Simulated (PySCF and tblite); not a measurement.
The numbers below are computed, except where a source is named.
System: C6H11NO, numbered as in [CH3:1][NH:2]/[C:3]([CH3:4])=[CH:5]/[C:6]([CH3:7])=[O:8].

Motion: rotation about the C5–C6 bond (torsion C3–C5–C6–C7 from 180° to 356°, rising). GFN2-xTB gives an electronic barrier of 9.7 kcal/mol and a reaction energy of 5.0 kcal/mol.

Task: What does BP86/pcSseg-1 + D3(BJ) give on GFN2-xTB geometries?

Result: A barrier of 13.0 kcal/mol, 3.3 above the tight-binding barrier (from unrounded values), a reaction energy of 4.3 kcal/mol and, with GFN2-xTB thermal terms, ΔG‡(298 K) = 13.4 kcal/mol and k = 1860 s⁻¹ (2 equivalent paths).

Programs: tblite and PySCF.
